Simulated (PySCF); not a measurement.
**AsS: script and output**

File input.py (PySCF 2.14):

```python
from pyscf import gto, scf, mp

mol = gto.M(
    atom='As 0 0 0; S 0 0 2.16',
    basis='6-31g*',
    charge=0,
    spin=1,
    verbose=4,
)
mf = scf.ROHF(mol)
mf.kernel()
mp.MP2(mf, frozen=14).kernel()
mf.dip_moment()
print('orbital energies (hartree):', mf.mo_energy[..., max(0, mol.nelec[1]-3):mol.nelec[0]+3].round(4))
```

```bash
$ python input.py
```

The log (some set-up lines and the per-cycle HOMO/LUMO lines with their warnings removed):

```
PySCF version 2.14.0

[INPUT] verbose = 4
[INPUT] num. atoms = 2
[INPUT] num. electrons = 49
[INPUT] charge = 0
[INPUT] spin (= nelec alpha-beta = 2S) = 1
[INPUT] symmetry False subgroup None
[INPUT] Mole.unit = angstrom
[INPUT] Symbol           X                Y                Z      unit          X                Y                Z       unit  Magmom
[INPUT]  1 As     0.000000000000   0.000000000000   0.000000000000 AA    0.000000000000   0.000000000000   0.000000000000 Bohr   0.0
[INPUT]  2 S      0.000000000000   0.000000000000   2.160000000000 AA    0.000000000000   0.000000000000   4.081808429061 Bohr   0.0

nuclear repulsion = 129.354429336
number of shells = 20
number of NR pGTOs = 146
number of NR cGTOs = 50
basis = 6-31g*
ecp = {}

******** <class 'pyscf.scf.rohf.ROHF'> ********
method = ROHF
initial guess = minao
damping factor = 0
level_shift factor = 0
DIIS = <class 'pyscf.scf.diis.CDIIS'>
diis_start_cycle = 1
diis_space = 8
diis_damp = 0
SCF conv_tol = 1e-09
SCF conv_tol_grad = None
SCF max_cycles = 50
direct_scf = True
direct_scf_tol = 1e-13
num. doubly occ = 24  num. singly occ = 1
Set gradient conv threshold to 3.16228e-05
init E= -2630.4897221703

cycle= 1 E= -2631.35549002723  delta_E= -0.866  |g|= 0.288  |ddm|= 1.29
cycle= 2 E= -2631.34170285283  delta_E= 0.0138  |g|= 0.356  |ddm|= 0.651
cycle= 3 E= -2631.39361304907  delta_E= -0.0519  |g|= 0.0335  |ddm|= 0.356
cycle= 4 E= -2631.39471379665  delta_E= -0.0011  |g|= 0.019  |ddm|= 0.0589
cycle= 5 E= -2631.39532483807  delta_E= -0.000611  |g|= 0.0127  |ddm|= 0.0468
cycle= 6 E= -2631.39569990254  delta_E= -0.000375  |g|= 0.00635  |ddm|= 0.0395
cycle= 7 E= -2631.39590164522  delta_E= -0.000202  |g|= 0.00268  |ddm|= 0.0423
cycle= 8 E= -2631.39592619262  delta_E= -2.45e-05  |g|= 0.00145  |ddm|= 0.0109
cycle= 9 E= -2631.39593541601  delta_E= -9.22e-06  |g|= 0.000479  |ddm|= 0.00908
cycle= 10 E= -2631.39593635434  delta_E= -9.38e-07  |g|= 8.01e-05  |ddm|= 0.00337
cycle= 11 E= -2631.39593637707  delta_E= -2.27e-08  |g|= 1.29e-05  |ddm|= 0.000607
cycle= 12 E= -2631.39593637727  delta_E= -1.96e-10  |g|= 1.8e-06  |ddm|= 5.32e-05
Extra cycle  E= -2631.39593637727  delta_E= -6.37e-12  |g|= 1.18e-06  |ddm|= 4.36e-06
converged SCF energy = -2631.39593637727

WARN: RMP2 method does not support ROHF method. ROHF object is converted to UHF object and UMP2 method is called.

******** <class 'pyscf.mp.ump2.UMP2'> ********
nocc = (np.int64(11), np.int64(10)), nmo = (36, 36)
frozen orbitals 14
E(UMP2) = -2631.76486450467  E_corr = -0.368928127399593
E(SCS-UMP2) = -2631.74142662245  E_corr = -0.345490245176032
E_corr(same-spin) = -0.112180970427092
E_corr(oppo-spin) = -0.256747156972501
Dipole moment(X, Y, Z, Debye): -0.00000, -0.00000, -2.74818
orbital energies (hartree): [-0.4319 -0.3974 -0.377  -0.1584 -0.0352  0.1108  0.2748]
```

In short: E(SCF) = -2631.395936 Eh, 12 cycles, E(MP2) − E(SCF) = -0.36893 Eh, μz(SCF) = -2.75 D.

Wall time 1.4 s on one thread of a shared host.

The bond length is a typed value, not an optimised one. On these ROHF orbitals the MP2 class gives a UMP2 expression without the singles term, not ROMP2. No search for the lowest solution was made.
